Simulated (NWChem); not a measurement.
System: CHBr2Cl; SMILES ClC(Br)Br

Here is an NWChem input.

```
start job
memory heap 200 mb stack 900 mb global 1100 mb
geometry units angstroms noautosym nocenter noautoz
  Cl     2.084681    -0.092491     0.000000
  C      0.416975     0.502278     0.000000
  Br    -0.544414    -0.033718     1.615088
  Br    -0.544414    -0.033718    -1.615088
  H      0.437161     1.603975     0.000000
end
basis spherical
  * library 6-31g*
end
dft
  xc m06-2x
  iterations 150
end
cosmo
  do_cosmo_smd true
  solvent water
end
task dft energy
```

Output (shortened):

```
             Northwest Computational Chemistry Package (NWChem) 7.3.0
             --------------------------------------------------------

                             Geometry "geometry" -> ""
                             -------------------------

 Output coordinates in angstroms (scale by  1.889725989 to convert to a.u.)

  No.       Tag          Charge          X              Y              Z
 ---- ---------------- ---------- -------------- -------------- --------------
    1 Cl                  17.0000     2.08468100    -0.09249100     0.00000000
    2 C                    6.0000     0.41697500     0.50227800     0.00000000
    3 Br                  35.0000    -0.54441400    -0.03371800     1.61508800
    4 Br                  35.0000    -0.54441400    -0.03371800    -1.61508800
    5 H                    1.0000     0.43716100     1.60397500     0.00000000

 Effective nuclear repulsion energy (a.u.)     570.4297649140

                                 NWChem DFT Module
                                 -----------------

 Summary of "ao basis" -> "ao basis" (spherical)
 ------------------------------------------------------------------------------
       Tag                 Description            Shells   Functions and Types
 ---------------- ------------------------------  ------  ---------------------
 Cl                          6-31g*                  8       18   4s3p1d
 C                           6-31g*                  6       14   3s2p1d
 Br                          6-31g*                 12       32   5s4p3d
 H                           6-31g*                  2        2   2s

 in cosmo_initialize ...
 calling solv_data for solv:h2o

 solvent parameters
 solvname_short: h2o
 solvname_long:  water
 dielec:       78.4000
 dielecinf:     1.7769
 aqueous SMD model solvent descriptors
 dielec:       78.4000
 sola:          0.8200

          ---------------
          -cosmo- solvent
          ---------------
 Cosmo: York-Karplus, doi: 10.1021/jp992097l
 dielectric constant -eps-     =  78.40
 screen = (eps-1)/(eps    )    =   0.98724
 surface charge correction     = lagrangian

   van der Waals surface
 --------------------------

[...]

                                COSMO-SMD solvation results
                                ---------------------------

             internal energy in gas <Psi(g)|H|Psi(g)> =     -5646.576461365816
         internal energy in solvent <Psi(s)|H|Psi(s)> =     -5646.576016331113
                               delta internal energy  =         0.000445034702 (    0.28 kcal/mol)
   total free energy in solvent <Psi(s)|H+V/2|Psi(s)> =     -5646.579721368563
 polarization energy contribution <Psi(s)|V/2|Psi(s)> =        -0.003705037449 (   -2.32 kcal/mol)
    total free energy in solvent including G(SMD-CDS) =     -5646.579783826560
                       G(SMD-CDS) energy contribution =        -0.000062457997 (   -0.04 kcal/mol)
     1 M fixed-concentration free energy of solvation =        -0.003322460744 (   -2.08 kcal/mol)

                       DFT Final Molecular Orbital Analysis
                       ------------------------------------

 Vector   45  Occ=2.000000D+00  E=-3.646319D-01
              MO Center= -3.7D-01,  3.1D-02,  6.1D-03, r^2= 4.1D+00
   Bfn.  Coefficient  Atom+Function         Bfn.  Coefficient  Atom+Function
  ----- ------------  ---------------      ----- ------------  ---------------
    44      0.522175  3 Br py                76      0.520035  4 Br py
    48      0.235804  3 Br py                80      0.234823  4 Br py
    40     -0.232309  3 Br py                72     -0.231356  4 Br py
    22     -0.159960  2 C  py                98     -0.159361  5 H  s
    97     -0.135345  5 H  s                  7     -0.112760  1 Cl px

 Vector   46  Occ=2.000000D+00  E=-3.646037D-01
              MO Center= -2.2D-01,  8.3D-04, -6.1D-03, r^2= 4.5D+00
   Bfn.  Coefficient  Atom+Function         Bfn.  Coefficient  Atom+Function
  ----- ------------  ---------------      ----- ------------  ---------------
    76     -0.458913  4 Br py                44      0.456480  3 Br py
     9      0.274356  1 Cl pz                80     -0.210331  4 Br py
    48      0.209232  3 Br py                72      0.204405  4 Br py
    40     -0.203322  3 Br py                45      0.200832  3 Br pz
    77      0.200891  4 Br pz                43     -0.195976  3 Br px

 Vector   47  Occ=2.000000D+00  E=-3.505860D-01
              MO Center= -3.5D-01, -2.6D-02,  7.3D-07, r^2= 4.4D+00
   Bfn.  Coefficient  Atom+Function         Bfn.  Coefficient  Atom+Function
  ----- ------------  ---------------      ----- ------------  ---------------
    43      0.419367  3 Br px                75     -0.419368  4 Br px
    45      0.371482  3 Br pz                77      0.371481  4 Br pz
     9     -0.214294  1 Cl pz                47      0.190063  3 Br px
    79     -0.190063  4 Br px                39     -0.185939  3 Br px
    71      0.185940  4 Br px                41     -0.163650  3 Br pz

 Vector   48  Occ=0.000000D+00  E=-3.341962D-02
              MO Center= -6.1D-02,  2.3D-02,  2.5D-06, r^2= 4.5D+00
   Bfn.  Coefficient  Atom+Function         Bfn.  Coefficient  Atom+Function
  ----- ------------  ---------------      ----- ------------  ---------------
    24      1.141484  2 C  s                 49      0.414404  3 Br pz
    81     -0.414404  4 Br pz                45      0.335303  3 Br pz
    77     -0.335302  4 Br pz                26     -0.333295  2 C  py
    11      0.285640  1 Cl px                20      0.270167  2 C  s
    46     -0.246075  3 Br s                 78     -0.246075  4 Br s

[...]
```

Level: M06-2X/6-31G* (spherical d), SMD on the gas-phase geometry. Geometry: optimised at PBE-D3(BJ)/def2-SVP. Solvent: water.
